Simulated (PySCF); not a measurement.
# Working with the constants of GaO

PBE0 constants of GaO, ²Σ⁺ (doublet), unpaired electrons σ ↑ (Ga cc-pVTZ-PP with ECP10, O cc-pVTZ; scalar-relativistic core potentials (PySCF 2.14); masses 68.9256 and 15.9949 u):

- ωe: 735.5 cm⁻¹
- ωexe: 5.77 cm⁻¹
- Be: 0.44718 cm⁻¹
- αe: 0.00446 cm⁻¹
- D (centrifugal): 6.61e-07 cm⁻¹
- De to Ga + O: 4.12 eV

**Question.** Give the vibrational terms G(v) and spacings up to v = 3.

**Answer.** G(v) = ωe(v+½) − ωexe(v+½)².

```json
{"v": "0", "G(v) (cm⁻¹)": "366", "G(v) − G(v−1)": "", "Bv (cm⁻¹)": "0.4450"}
{"v": "1", "G(v) (cm⁻¹)": "1090", "G(v) − G(v−1)": "724", "Bv (cm⁻¹)": "0.4405"}
{"v": "2", "G(v) (cm⁻¹)": "1803", "G(v) − G(v−1)": "712", "Bv (cm⁻¹)": "0.4360"}
{"v": "3", "G(v) (cm⁻¹)": "2504", "G(v) − G(v−1)": "701", "Bv (cm⁻¹)": "0.4316"}
```

**Question.** How well does the Morse estimate ωe²/(4ωexe) reproduce De, and what is D0?

**Answer.** It gives 2.91 eV, 71 % of the computed De. D0 = De − G(0) = 4.12 − 0.05 = 4.07 eV.

Spin–orbit coupling is left out. The state was picked by a PBE0 search and need not be the measured ground state.
